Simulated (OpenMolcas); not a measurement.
**Nb2+: effect of the IPEA shift**

```
Program             : OpenMolcas 26.06
Basis               : ANO-RCC-VTZP [7s6p4d2f1g]
Scalar Hamiltonian  : DKH2, point nucleus
Active space        : 3 electrons in 6 orbitals (4d 5s)
State averaging     : 2S+1 = 4 even, 20 roots; 2S+1 = 2 even, 70 roots
Spin-orbit coupling : state interaction with AMFI integrals over the reference wave functions, term energies averaged over their components
```

Methods on the same reference wave functions:
A. CASSCF
B. MS-CASPT2, IPEA 0 Eh, imaginary shift 0.1 Eh (closed shells correlated: 4s 4p)
C. MS-CASPT2, IPEA 0.25 Eh, imaginary shift 0.1 Eh (closed shells correlated: 4s 4p)

Energies in eV above 4d3 4F 3/2, the measured ground level; measured values from the list in Shadmi, J. Res. Natl. Bur. Stand. 70A, 435 (1966).

```tsv
Level	A	B	C	Measured
4d3 4F 3/2	0.0000	0.0000	0.0000	0.0000
4d3 4F 5/2	0.0649	0.0669	0.0665	0.0640
4d3 4F 7/2	0.1495	0.1520	0.1517	0.1459
4d3 4F 9/2	0.2492	0.250	0.250	0.2404
4d3 4P 3/2 [71 %]	1.3954	1.045	1.097	1.0672
4d3 4P 1/2	1.3996	1.058	1.106	1.0742
4d3 2G 7/2	1.4398	1.134	1.205	1.1451
4d3 2G 9/2	1.5126	1.208	1.277	1.2156
4d3 4P 5/2	1.5161	1.181	1.223	1.1895
4d3 2P 1/2	1.6775	1.292	1.370	
4d3 2P 3/2 [50 %]	1.7203	1.331	1.403	
4d3 2H 9/2	1.9669	1.643	1.688	1.6014
4d3 2H 11/2	2.0139	1.689	1.731	1.6445
4d3 2D 3/2(1) [73 %]	2.0297	1.597	1.674	
4d3 2D 5/2(1)	2.0640	1.619	1.699	1.6234
4d3 2F 7/2	3.0781	2.451	2.541	2.4625
4d3 2F 5/2	3.0875	2.467	2.557	2.4766
4d2 5s 4F 3/2	3.3073	3.284	3.286	3.1269
4d2 5s 4F 5/2	3.3691	3.345	3.347	
4d2 5s 4F 7/2	3.4532	3.431	3.432	
4d2 5s 4F 9/2	3.5588	3.538	3.539	3.3939
4d2 5s 4P 1/2	4.7251	4.474	4.505	4.2793
4d2 5s 4P 3/2 [73 %]	4.7615	4.493	4.534	4.3155
4d2 5s 2F 5/2 [75 %]	4.8298	4.205	4.265	4.1731
```

Deviations, from unrounded energies. A percentage is the sum of absolute deviations over the sum of measured energies, with the sign that they share, or ± where signs differ.

```csv
Against measurement,Levels,A,B,C
mean absolute deviation (cm-1),18,2600,400,660
fine structure of the ground term (%),3,+3.0,+4.1,+3.9
other terms of the ground configuration (%),10,+25.6,±1.1,+4.0
other configurations (%),5,+9.8,+3.7,+4.4
```

B lies closest to measurement on these levels and A furthest from it. The largest miss of B in the table is 4d2 5s 4P 1/2, by +1600 cm-1. The ranking rests on the paired levels alone, and a cruder setting can come out closer through cancelling errors.

Between B and C the level of the table that moves most is 4d3 2F 5/2, by 730 cm-1 (lowest in B, highest in C). Moves below CASPT2's spread within the term are not significant.

The mean deviations of B to C differ by less than CASPT2's widest spread within a term (1000 cm-1), so their order carries little weight.

From A to B the spin-free energies of the other terms of 4d3 shown, above 4F, scale by factors of 0.74 to 0.82, as is usual when dynamic correlation screens the repulsion within a d or f shell.

The lowest spin-free term lies below A's lowest term by 0.294 hartree in B, 0.286 hartree in C.

CASPT2 does not keep the components of a term degenerate, so their means are used; among the terms shown or strongly mixed into the levels shown the widest spread is 1000 cm-1 (4d2 5s 4F, B). A single d shell beside an s shell can misplace configurations of different d count against each other. Without dynamic correlation excited terms often stand tens of per cent too high (terms of higher spin than the ground term too low), and those without a measured partner can miss by more than the paired ones (holds for A). Measured partners are found by configuration, term and J. A level has none where our copy of the source lacks it or the pairing is in doubt (some pairs that miss far off the trend of their configuration count as doubtful), and it then counts in no deviation. Levels of configurations outside the active space are missing. Levels that lie high or do not pair safely by name in every column are left out.

A share in square brackets marks a mixed level and gives the weight of the term that names it, the lowest over the columns. A number in round brackets counts repeated terms of one configuration in the order of the reference energies.
